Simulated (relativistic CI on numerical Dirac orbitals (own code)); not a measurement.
**Hyperfine structure of Ba¹⁴⁺, mass number 137**

Calculated at this level of theory: Dirac-Coulomb-Breit CI, orbitals from a KLI potential per configuration, QED by a radiative potential, unscaled Slater integrals (own radial code, finite nucleus).

Configurations in the expansion (outside the closed core [Ar] 3d10): 4s²4p⁶4d⁶, 4s²4p⁵4d⁷, 4s²4p⁶4d⁵4f, 4s²4p⁴4d⁸, 4s4p⁶4d⁷, 4s²4p⁶4d⁵5s, 4s²4p⁶4d⁵5p, 4p⁶4d⁸, 4s²4p⁶4d⁴4f5s, 4s²4p⁶4d⁴5s², 4s²4p⁶4d⁵5d, 4s²4p⁶4d⁴5p², 4s²4p⁶4d⁵6s, 4s²4p⁶4d⁵6d. Levels of other configurations are missing.

Nuclear spin I = 3/2, μ = 0.9375 μN, Q = 0.236 b (tables of Stone and Pyykkö). The electronic factors are computed for point nuclear moments, without core polarisation or the Bohr-Weisskopf and QED corrections.

```tsv
Level	E (eV)	A (MHz)	B (MHz)
4s²4p⁶4d⁶ ⁵D4	0.0000	1252	1150
4s²4p⁶4d⁶ ⁵D2	1.4682	1188	-278
4s²4p⁶4d⁶ ⁵D3	1.7179	836.4	232
4s²4p⁶4d⁶ ⁵D1	2.4691	1001	-377
4s²4p⁶4d⁶ ³H5	5.7092	1895	363
4s²4p⁶4d⁶ ³H6	5.8141	2046	-753
4s²4p⁶4d⁶ ³F3	6.3915	2292	619
4s²4p⁶4d⁶ ³F2	6.4873	2810	-356
```

Levels with J = 0, under 50 % of one LS term, or S terms without an open s electron are left out. Small factors come from cancelling terms and can be off by tens of per cent or more.

At this charge transitions that keep the count of f electrons are usually good to a few per cent. Terms inside the open d or f shell come out 10 to 20 % too wide with unscaled integrals. Levels and lines within the n = 5 or 6 shells can be off by up to 10 % or somewhat more, and those that change n by about 2 %, since core polarisation is missing. Levels that differ in their count of f electrons can be misplaced by several ten thousand cm⁻¹, since the correlation energy of f electrons is missing or only estimated; rates across such gaps can be off by orders of magnitude.

Task: Give the hyperfine levels of 4s²4p⁶4d⁶ ⁵D4 relative to its centre of gravity.

Result: With K = F(F + 1) − I(I + 1) − J(J + 1), E = AK/2 + B[¾K(K + 1) − I(I + 1)J(J + 1)]/[2I(2I − 1)J(2J − 1)]: F = 5/2: -8828, F = 7/2: -5235, F = 9/2: 123.7, F = 11/2: 7801 MHz.

LS names give the leading component of a level, which can be under half, so a name can repeat, a term be missing and a line seem to break the LS rules.
